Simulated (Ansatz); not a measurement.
`CO[SiH](F)[O][GeH3]` + `F[SiH2]S[SiH](F)F` → `CO[SiH](F)S[SiH2]F` + `F[SiH](F)[O][GeH3]`  (redistribution)

Calculated with Ansatz (gas phase, PBE0-D4/def2-TZVP geometries, no zero-point term in ΔE). CCSD(T)/CBS is the MP2 limit (def2-TZVPP, def2-QZVPP) plus CCSD(T) − MP2 in def2-TZVPP, frozen cores. For Ge outer-core shells are correlated without core-valence functions, which leaves a few kJ/mol of doubt a bond. Scalar relativity is left out up to krypton. Each species was taken in one conformer, which may not be the lowest.

```tsv
species	SCS-MP2/def2-QZVPP energy (Eh)
`CO[SiH](F)[O][GeH3]`	-2657.37577
`F[SiH2]S[SiH](F)F`	-1277.20343
`CO[SiH](F)S[SiH2]F`	-1292.39008
`F[SiH](F)[O][GeH3]`	-2642.19196
```

(1) Work out ΔE.

Largest T1 diagnostic among the species: 0.012.

Results:

(1) ΔE = (-1292.39008) + (-2642.19196) − (-2657.37577) − (-1277.20343) = -0.00284 Eh = -7.5 kJ/mol. CCSD(T)/CBS gives -7.4 kJ/mol.
